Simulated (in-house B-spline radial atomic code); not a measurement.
Whole-atom quantities along the 29-electron series, configuration [Ar] 3d10 4s1. Breit and QED terms are first order and not part of the total energy; the density at the nucleus is averaged over the nuclear charge. Computed with a B-spline radial code for spherical atoms: Dirac-Hartree-Fock, average of the configuration, finite nuclei.

```tsv
ion	Z	E/Z² (Eh)	Σ<r²> (bohr²)	n(0)/Z³ (bohr⁻³)	Lamb diamagnetic shielding (ppm)	repulsion over attraction	Breit energy (eV)	self-energy (eV)	vacuum polarisation (eV)	Dirac less non-relativistic energy (Eh)
In20+	49	-2.3794	2.9829	1.427	4791.13	0.11365	109.35	84.506	-10.626	-139.23
Sn21+	50	-2.3945	2.8075	1.4666	4914.36	0.11163	117.05	90.756	-11.586	-151.99
Sb22+	51	-2.4093	2.6472	1.5083	5038.36	0.10967	125.11	97.343	-12.615	-165.64
Te23+	52	-2.4238	2.5001	1.55	5163.16	0.10776	133.55	104.28	-13.717	-180.23
I24+	53	-2.438	2.365	1.5965	5288.8	0.1059	142.38	111.58	-14.897	-195.81
Xe25+	54	?	?	?	?	?	?	?	?	?
Cs26+	55	-2.4656	2.1254	1.6936	5542.7	0.10233	161.24	127.34	-17.508	-230.11
Ba27+	56	-2.4791	2.0189	1.7449	5671.02	0.10062	171.3	135.82	-18.949	-248.94
La28+	57	-2.4923	1.9201	1.7998	5800.31	0.098953	181.78	144.73	-20.487	-268.95
Ce29+	58	-2.5053	1.8283	1.8568	5930.59	0.09733	192.71	154.07	-22.128	-290.21
Pr30+	59	-2.5182	1.7427	1.9171	6061.9	0.095748	204.08	163.88	-23.879	-312.77
Nd31+	60	-2.5308	1.6629	1.9798	6194.28	0.094207	215.92	174.16	-25.745	-336.68
Pm32+	61	?	?	?	?	?	?	?	?	?
Sm33+	62	-2.5556	1.5186	2.1012	6462.37	0.091239	241.04	196.21	-29.842	-388.81
Eu34+	63	-2.5678	1.4531	2.1714	6598.19	0.08981	254.34	208.03	-32.095	-417.18
Gd35+	64	-2.5799	1.3917	2.2431	6735.23	0.088415	268.15	220.4	-34.49	-447.17
Tb36+	65	-2.5919	1.334	2.3351	6873.63	0.087052	282.49	233.34	-37.049	-478.88
Dy37+	66	?	?	?	?	?	?	?	?	?
Ho38+	67	-2.6155	1.2285	2.4906	7154.27	0.084422	312.78	261.04	-42.637	-547.57
Er39+	68	-2.6271	1.1801	2.5766	7296.71	0.083152	328.76	275.84	-45.699	-584.76
Tm40+	69	-2.6387	1.1345	2.6779	7440.67	0.081909	345.32	291.32	-48.963	-623.98
Yb41+	70	-2.6502	1.0913	2.7669	7586.09	0.080695	362.47	307.49	-52.415	-665.23
Lu42+	71	-2.6617	1.0505	2.8641	7733.11	0.079506	380.22	324.39	-56.086	-708.66
```

(1) Fill in the row of Xe25+.

(2) Fill in the row of Pm32+.

(3) Fill in the row of Dy37+.

(4) With what power of Z does the column «vacuum polarisation (eV)» change over this range?

Answers

(1) E/Z² (Eh): -2.4519; Σ<r²> (bohr²): 2.2405; n(0)/Z³ (bohr⁻³): 1.6434; Lamb diamagnetic shielding (ppm): 5415.3; repulsion over attraction: 0.10409; Breit energy (eV): 151.61; self-energy (eV): 119.26; vacuum polarisation (eV): -16.159; Dirac less non-relativistic energy (Eh): -212.42.

(2) E/Z² (Eh): -2.5433; Σ<r²> (bohr²): 1.5884; n(0)/Z³ (bohr⁻³): 2.0426; Lamb diamagnetic shielding (ppm): 6327.77; repulsion over attraction: 0.092704; Breit energy (eV): 228.24; self-energy (eV): 184.93; vacuum polarisation (eV): -27.731; Dirac less non-relativistic energy (Eh): -362.01.

(3) E/Z² (Eh): -2.6037; Σ<r²> (bohr²): 1.2797; n(0)/Z³ (bohr⁻³): 2.3997; Lamb diamagnetic shielding (ppm): 7013.21; repulsion over attraction: 0.085722; Breit energy (eV): 297.35; self-energy (eV): 246.88; vacuum polarisation (eV): -39.75; Dirac less non-relativistic energy (Eh): -512.28.

(4) A fit of the logarithm of its size against log Z from Z = 49 to 71 has slope 4.48.
